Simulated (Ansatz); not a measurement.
`[F][AlH][SiH2][SiH2][AlH2]`. The species carries charge 0 and has multiplicity 1.

```xyz
12

F    -1.601   -0.981    0.296
Al   -0.321   -1.473    1.368
Si    1.631   -0.237    0.630
Si    0.450    1.476   -0.456
Al   -1.522    0.198   -1.267
H    -0.906   -2.496    2.418
H     2.583    0.056    1.737
H     2.300   -1.150   -0.343
H     1.351    2.157   -1.430
H     0.152    2.455    0.635
H    -1.163   -0.887   -2.378
H    -2.955    0.881   -1.209
```

List the harmonic frequencies (cm⁻¹, unscaled) at PBE0-D4/def2-TZVP in Ansatz. (Estimate.)

Ansatz gave: 52, 61, 147, 202, 295, 298, 319, 360, 375, 393, 429, 469, 492, 540, 572, 587, 641, 660, 689, 715, 753, 900, 919, 1884, 1911, 1957, 2170, 2186, 2196, 2207.

Is this a minimum?

Yes, all 30 modes are real.

Give the ideal-gas thermochemistry at 298.15 K and 1 bar (rigid rotor, harmonic oscillator; point group C1, symmetry number 1).

Zero-point energy 151.8 kJ/mol; H(298) − E = 180.3 kJ/mol; entropy 403.9 J/(mol·K), of which translation 170.1, rotation 120.5, vibration 113.3; G(298) − E = 59.9 kJ/mol. Modes under 100 cm⁻¹ are hindered rotations or soft bends, so the harmonic entropy is rough.

Rotational constants (cm⁻¹)?

0.06645, 0.06201, 0.03483.
